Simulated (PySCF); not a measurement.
How the method changes the constants of CsMg

State: ²Σ⁺ (doublet), unpaired electrons σ ↑. Set-up: basis Cs def2-SVP with ECP46, Mg def2-SVP; scalar-relativistic core potentials; PySCF 2.14. De refers to Cs + Mg in their ground configurations, without counterpoise correction. The functionals are run spin-unrestricted. A positive dipole means Cs(−)Mg(+). Levels whose curve was spin-contaminated or gave no clean fit are not listed.

```
       Level  Re (Å)  ωe (cm⁻¹)  De (eV)  μ (D)  CPU s a point (SCF and correlation, without the integrals)
    ROHF-MP2   4.871       30.9    0.050    n/a                                                       0.089
   ROHF-CCSD   4.762       34.4    0.053    n/a                                                         n/a
ROHF-CCSD(T)   4.662       39.7    0.067    n/a                                                         5.4
         PBE   4.321       63.6    0.173  -2.28                                                        0.39
      r²SCAN   4.377       62.8    0.177  -3.00                                                        0.59
       TPSSh   4.328       67.1    0.178  -3.15                                                        0.64
     r²SCANh   4.383       61.7    0.166  -2.93                                                        0.61
       B3LYP   4.552       46.7    0.070  -1.31                                                        0.42
        PBE0   4.359       60.9    0.142  -2.27                                                        0.57
       ωB97X   4.371       58.5    0.090  -1.32                                                        0.43
```

**Question.** Which functional lies closest to ROHF-CCSD(T) in De, which farthest, and by how much do they differ from it?

**Answer.** Closest is B3LYP (-11.0 pm in Re, +17.6 % in ωe, +0.00 eV in De against ROHF-CCSD(T) in the same basis), farthest TPSSh (-33.4 pm in Re, +69.0 % in ωe, +0.11 eV in De). CCSD(T) converges more slowly with the basis than the functionals do and binds too weakly in this one, so the order can change at the basis-set limit.

**Question.** What does a quarter of exact exchange do here, going from PBE to PBE0?

**Answer.** PBE0 less PBE: +3.8 pm in Re, -4.2 % in ωe, -0.03 eV in De. Exact exchange removes part of the self-interaction that spreads semilocal densities, and in most molecules shortens and stiffens the bond and lowers De; here Re and ωe go the other way.

**Question.** What does the step from GGA to meta-GGA do here, going from PBE to r²SCAN?

**Answer.** r²SCAN less PBE: +5.6 pm in Re, -1.3 % in ωe, +0.00 eV in De. 

Correlated steps freeze 1 core orbital. The bond is weak. Basis-set superposition, not corrected here, can be much of De in a small basis, most of all at correlated wavefunction levels. Functionals without a dispersion term scatter widely for such bonds, and LDA overbinds them. Spin–orbit coupling is left out. The state was picked by a PBE0 search and need not be the measured ground state.

The whole job (state search and all levels along the bond) took about 1.8 min on 1 thread of Arm Neoverse V2 (shared host), peak memory 0.5 GiB.
